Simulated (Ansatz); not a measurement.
`N[SiH](O)[SbH2]` + `CCB(F)F` → `FB(F)[CH2][SbH2]` + `C[SiH](N)O`  (redistribution)

Calculated with Ansatz (gas phase, PBE0-D4/def2-TZVP geometries, no zero-point term in ΔE). CCSD(T)/CBS adds triple-zeta CCSD(T) − MP2 to the extrapolated MP2 energy (def2 sets, frozen cores). Functionals use def2-TZVPP. def2 core potentials past Kr. For Sb outer-core shells are correlated without core-valence functions, which leaves a few kJ/mol of doubt a bond. One conformer a species, not always the lowest.

`N[SiH](O)[SbH2]`:

Cartesian coordinates in Å:
```
N -0.187 -1.281 -0.709
Si 0.543 -0.147 0.351
O 0.153 -0.485 1.918
Sb -0.168 2.323 0.174
H 0.330 -1.594 -1.515
H -1.175 -1.246 -0.902
H 2.002 -0.287 0.083
H 0.189 -1.413 2.161
H -1.794 1.837 -0.048
H 0.108 2.292 -1.514
```

`CCB(F)F`:

Cartesian coordinates in Å:
```
C -0.191 1.183 -0.231
C -0.497 -0.297 -0.049
B 0.714 -1.200 0.335
F 1.935 -0.723 0.511
F 0.574 -2.505 0.507
H -1.088 1.747 -0.494
H 0.220 1.620 0.681
H 0.545 1.342 -1.023
H -0.945 -0.721 -0.956
H -1.267 -0.446 0.720
```

`FB(F)[CH2][SbH2]`:

Cartesian coordinates in Å:
```
F 0.544 -1.296 1.593
B 0.870 -0.332 0.743
F 2.071 -0.428 0.188
C -0.098 0.814 0.399
Sb -1.326 0.214 -1.312
H -0.809 1.037 1.194
H 0.403 1.728 0.081
H 0.000 -0.394 -2.204
H -1.655 -1.342 -0.683
```

`C[SiH](N)O`:

```xyz
11

C    -0.259    0.707   -1.250
Si   -0.420   -0.069    0.434
N     1.161   -0.145    1.097
O    -1.083   -1.579    0.396
H    -1.226    0.712   -1.758
H     0.084    1.743   -1.177
H     0.449    0.158   -1.877
H    -1.397    0.683    1.264
H     1.318   -0.396    2.060
H     1.888    0.459    0.753
H    -0.515   -2.273    0.059
```

```csv
level,ΔE (kcal/mol),difference from CCSD(T)/CBS
r2SCAN0-D4,-3.8,0.8
ωB97M-V,-4.5,0.1
PBE-QIDH,-3.7,0.9
PBE,-2.4,2.2
revPBE,-2.3,2.3
r2SCANh,-4.1,0.5
BHLYP,-3.9,0.7
RPA@PBE/def2-TZVPP,-5.6,-1.0
CCSD(T)/def2-TZVPP,-5.3,-0.7
HF/def2-QZVPP,-3.8,0.8
CCSD(T)/CBS,-4.6,0
```

Largest T1 diagnostic among the species: 0.013.

At CCSD(T), def2-SVP lies +3.8 kcal/mol from the extrapolated value and def2-TZVPP −0.7 kcal/mol. In def2-TZVPP, CCSD(T) changes the Hartree–Fock value by −1.7 kcal/mol (the triples alone add −0.3 kcal/mol) and MP2 by −2.2 kcal/mol.
